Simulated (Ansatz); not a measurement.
Isomers of Cl2H4Si2, B3LYP-D3(BJ)/def2-TZVP minima from an xTB search, which can miss the lowest.
Isomer 1, SMILES [SiH3][SiH](Cl)Cl (charge 0, multiplicity 1):
```tsv
atom	x (Å)	y (Å)	z (Å)
Si	-1.2363	-0.0200	-0.0709
Si	1.0853	-0.0243	0.2093
Cl	1.8169	1.8655	-0.1915
Cl	1.9221	-1.3724	-1.1135
H	-1.7645	-1.3758	0.2068
H	-1.5392	0.3665	-1.4667
H	-1.8401	0.9536	0.8682
H	1.5559	-0.3931	1.5582
```
Isomer 2, SMILES Cl[SiH2][SiH2]Cl (charge 0, multiplicity 1):
```xyz
8

Cl    -2.26367     1.39350    -0.28399
Si    -1.12621    -0.31727     0.01924
Si     1.12619     0.31734    -0.01880
Cl     2.26375    -1.39396     0.28103
H     -1.50068    -0.89984     1.32539
H     -1.43412    -1.27826    -1.06118
H      1.43490     1.27686     1.06271
H      1.49983     0.90162    -1.32441
```

Cores are frozen in the correlated methods.

Programs: Ansatz (an electronic-structure program). Values without a source in brackets are computed.

The energy of isomer 2 above isomer 1 is E(isomer 2) − E(isomer 1). Total energies (hartree):

```
level                     isomer 2       isomer 1
-------------------  -------------  -------------
HF/cc-pV(T+d)Z       -1499.3708530  -1499.3718509
CCSD(T)/cc-pV(T+d)Z  -1500.0832273  -1500.0864960
HF/cc-pV(Q+d)Z       -1499.3850376  -1499.3859413
CCSD(T)/cc-pV(Q+d)Z  -1500.1553382  -1500.1585029
```

Work out the energy of isomer 2 above isomer 1 at the basis-set limit: extrapolate the CCSD(T) correlation part as X⁻³, take Hartree–Fock from the larger set.


1. Differences (1 hartree = 627.509 kcal/mol): HF/cc-pV(T+d)Z 0.626; CCSD(T)/cc-pV(T+d)Z 2.051; HF/cc-pV(Q+d)Z 0.567; CCSD(T)/cc-pV(Q+d)Z 1.986.
2. Correlation parts, CCSD(T) less HF: 1.425 in cc-pV(T+d)Z (X = 3), 1.419 in cc-pV(Q+d)Z (X = 4).
3. Limit (4³·(1.419) − 3³·(1.425))/(4³ − 3³) = 1.414; with HF/cc-pV(Q+d)Z it gives 1.981.
Result: 1.98 kcal/mol, against 2.05 at CCSD(T)/cc-pV(T+d)Z. It is an estimate of this method's limit, not of the exact value.
